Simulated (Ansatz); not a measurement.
**Question.** Name a neutral molecule of B, C, O and H with LUMO energy (PBE/def2-TZVPP) between -0.15 and 0.15 eV and HOMO–LUMO gap (PBE0/def2-TZVPP) between 9.15 and 9.45 eV (Ansatz, PBE0-D4/def2-TZVP geometry).

**Answer.** `CCB(O)O` (-0.13 eV, 9.43 eV); `COB(C)O` (0.12 eV, 9.34 eV); `COB(O)O` (-0.09 eV, 9.17 eV); `CCB(O)OC` (0.11 eV, 9.28 eV). Other molecules can fit too; these were computed, each in one conformer that needn't be the lowest.
